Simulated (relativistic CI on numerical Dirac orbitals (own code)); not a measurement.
# Electric-dipole transitions in Sc X

Calculated at this level of theory: Dirac-Coulomb-Breit CI, separate exchange-only KLI orbitals for each configuration, model QED (radiative potential, 1s self-energy scaled to tabulated hydrogen-like ionisation energies), valence Slater integrals scaled by 0.9, P86 correlation estimate, and configurations built on the next ion tied to the tabulated ionisation energy (semi-empirical) (own radial code, finite nucleus).

CI space (outside the closed core [Ne]): 3s², 3s3d, 3s4s, 3s4p, 3s3p, 3s4d, 3s5s, 3s4f, 3p², 3d², 3p3d, 3p4s, 3d4s, 3s5p, 3s5d, 4s², 3s5f, 3s5g. Levels of other configurations are missing.

```csv
λ vac (Å),Lower,Upper,A (s⁻¹),gf,Branching (%)
108.79,3s3p ³P°1 [3],3s4d ³D2 [43],5.11e+10,4.54e-01,71.6
109.28,3s3p ³P°2 [4],3s4d ³D3 [44],6.88e+10,8.62e-01,95.8
109.42,3s3d ³D1 [11],3s5f ³F°2 [67],6.86e+10,6.16e-01,64.4
109.44,3s3d ³D2 [12],3s5f ³F°3 [68],7.26e+10,9.12e-01,68.2
109.48,3s3d ³D3 [13],3s5f ³F°4 [69],8.16e+10,1.32e+00,76.7
116.61,3s3d ¹D2 [14],3s5f ¹F°3 [73],7.25e+10,1.04e+00,63.5
118.01,3s3p ¹P°1 [5],3s4d ¹D2 [45],5.84e+10,6.09e-01,92.9
135.48,3s3p ³P°2 [4],3s4s ³S1 [27],5.46e+10,4.50e-01,55.8
150.77,3s3d ³D1 [11],3s4f ³F°2 [50],1.63e+11,2.79e+00,83.9
150.81,3s3d ³D2 [12],3s4f ³F°3 [51],1.73e+11,4.13e+00,88.8
150.87,3s3d ³D3 [13],3s4f ³F°4 [52],1.95e+11,5.97e+00,99.9
163.10,3s3d ¹D2 [14],3s4f ¹F°3 [53],1.54e+11,4.30e+00,81.5
333.20,3s3p ³P°0 [2],3s3d ³D1 [11],8.91e+09,4.45e-01,56.2
335.18,3s3p ³P°1 [3],3s3d ³D2 [12],1.18e+10,9.94e-01,75.8
339.34,3s4d ¹D2 [45],3s5f ¹F°3 [73],2.41e+10,2.91e+00,21.1
339.72,3s3p ³P°2 [4],3s3d ³D3 [13],1.51e+10,1.83e+00,100.0
341.39,3s4d ³D1 [42],3s5f ³F°2 [67],2.08e+10,1.82e+00,19.5
341.47,3s4d ³D2 [43],3s5f ³F°3 [68],2.20e+10,2.69e+00,20.6
341.61,3s4d ³D3 [44],3s5f ³F°4 [69],2.48e+10,3.90e+00,23.3
351.48,3s3p ¹P°1 [5],3s3d ¹D2 [14],2.80e+10,2.59e+00,99.8
391.74,3s4f ³F°2 [50],3s5g ³G3 [70],4.06e+10,6.54e+00,91.4
391.77,3s4f ³F°3 [51],3s5g ³G4 [71],4.14e+10,8.58e+00,93.3
391.82,3s4f ³F°4 [52],3s5g ³G5 [72],4.42e+10,1.12e+01,99.5
408.02,3s4f ¹F°3 [53],3s5g ¹G4 [74],4.22e+10,9.47e+00,97.8
426.19,3s² ¹S0 [1],3s3p ¹P°1 [5],1.26e+10,1.03e+00,100.0
1004.2,3s4p ³P°1 [38],3s4d ³D2 [43],2.03e+09,1.53e+00,2.8
1013.1,3s4p ¹P°1 [40],3s4d ¹D2 [45],2.52e+09,1.94e+00,4.0
1021.0,3s4p ³P°2 [39],3s4d ³D3 [44],2.73e+09,2.98e+00,3.8
1265.8,3s4s ³S1 [27],3s4p ³P°2 [39],1.04e+09,1.25e+00,5.4
2211.1,3s5p ³P°2 [58],3s5d ³D3 [63],7.35e+08,3.77e+00,1.3
```

Terms are leading LS components. Brackets give the number of a level in order of energy, since labels repeat. The list gives strong lines, with weight on those to low levels, without configurations that were not tied to measured data, without lines whose two gauges differ by over a factor of 2.5, among the lowest 75 of 76 levels, so that lines to higher ones, which can be the strongest, are missing. Levels whose partners in the same complex of configurations lie outside the list can be far off, and so can their lines. Rates are taken at the computed energies, electric ones in the length gauge.

Configurations that consist of the next ion and one excited electron were tied to the tabulated ionisation energy; Rydberg ones are usually within 1,000 to 3,000 cm⁻¹ and the lowest ones within about 6,000 (9,000 in d shells), while levels on excited terms of the next ion carry the error of that term, and the other configurations can be misplaced by 10,000 cm⁻¹ or more. Rates follow the energies as ν³ (E1, M1) or ν⁵ (E2), so rates, branching and lifetimes can be off by large factors.

LS names give the leading component of a level, which can be under half, so a name can repeat, a term be missing and a line seem to break the LS rules.
